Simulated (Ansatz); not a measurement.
Start from `ClCI` and change one atom or group to get `[SiH3]CI`.

Ansatz, PBE0-D4/def2-TZVP geometries, multiplicity 1. 

Elements past krypton have def2 core potentials.

| property | `ClCI` |
| --- | --- |
| HOMO–LUMO gap (PBE0/def2-TZVPP) / eV | 6.24 |
| LUMO energy (PBE0/def2-TZVPP) / eV | -1.39 |
| HOMO energy (B3LYP/def2-TZVPP) / eV | -7.39 |
| LUMO energy (PBE/def2-TZVPP) / eV | -2.30 |
| HOMO energy (PBE0/def2-TZVPP) / eV | -7.64 |
| zero-point energy (PBE0-D4/def2-TZVP) / kJ/mol | 74.5 |

Question: What does the change do to each property? (Estimate.)

Answer: The calculation gave: 
```json
{"property": "HOMO–LUMO gap (PBE0/def2-TZVPP) / eV", "`[SiH3]CI`": "6.18", "shift": "-0.06"}
{"property": "LUMO energy (PBE0/def2-TZVPP) / eV", "`[SiH3]CI`": "-1.12", "shift": "0.27"}
{"property": "HOMO energy (B3LYP/def2-TZVPP) / eV", "`[SiH3]CI`": "-7.06", "shift": "0.33"}
{"property": "LUMO energy (PBE/def2-TZVPP) / eV", "`[SiH3]CI`": "-2.02", "shift": "0.28"}
{"property": "HOMO energy (PBE0/def2-TZVPP) / eV", "`[SiH3]CI`": "-7.30", "shift": "0.34"}
{"property": "zero-point energy (PBE0-D4/def2-TZVP) / kJ/mol", "`[SiH3]CI`": "136.5", "shift": "62.0"}
```

With PBE0 the HOMO rises by 0.34 eV and the LUMO rises by 0.27 eV, so the gap narrows by about 0.07 eV. PBE moves the HOMO by 0.29 eV and ωB97M-V by 0.37 eV. The zero-point energy changes by 62.0 kJ/mol with +9 modes.

B3LYP here is the variant with VWN-RPA as its local correlation; programs differ in this.

Spin–orbit coupling is left out; it splits and shifts lone-pair levels of the heavy atoms by tenths of an eV.
